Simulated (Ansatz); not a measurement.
A series at In: from `[Cl][In]([Cl])[Cl]`, ligands are replaced one by one, each step taking up H₂ and setting free HCl; n counts the steps. Ansatz, PBE0-D4/def2-TZVP geometries.

CBS adds triple-zeta CCSD(T) − MP2 to the MP2 limit, frozen cores; atoms without spin–orbit coupling. Elements past krypton have def2 core potentials. Outer-core shells of In are correlated without core-valence functions. Spin–orbit coupling is left out.

```
n              molecule  atomization energy, CCSD(T)/CBS (kJ/mol)
0  `[Cl][In]([Cl])[Cl]`                                         ?
1       `[Cl][InH][Cl]`                                     934.3
2          `[Cl][InH2]`                                     844.7
3              `[InH3]`                                     736.1
```

Q: By hand: fit a straight line y = ȳ + b (n − n̄) to the 3 given rows and predict n = 0.

A: n̄ = 2.000, ȳ = 838.37; Σ(n − n̄)(y − ȳ) = -198.20, Σ(n − n̄)² = 2.000, so b = -99.10 kJ/mol a step. Prediction: 838.37 + (-99.10) × (-2.000) = 1036.6 kJ/mol.

Q: By hand: compare with the computed value, 1004.8 kJ/mol, and give the steps along the whole series.

A: The line misses by -31.8 kJ/mol (computed minus predicted). Steps: -70.5, -89.6, -108.6 kJ/mol.

The steps grow at each stage, from -70.5 to -108.6 kJ/mol, so the series is curved and an end member is harder to predict than an inner one. The miss is 11.8 % of the series' range. The energies themselves are unsure by some kJ/mol a bond, though much of that is common to the series.
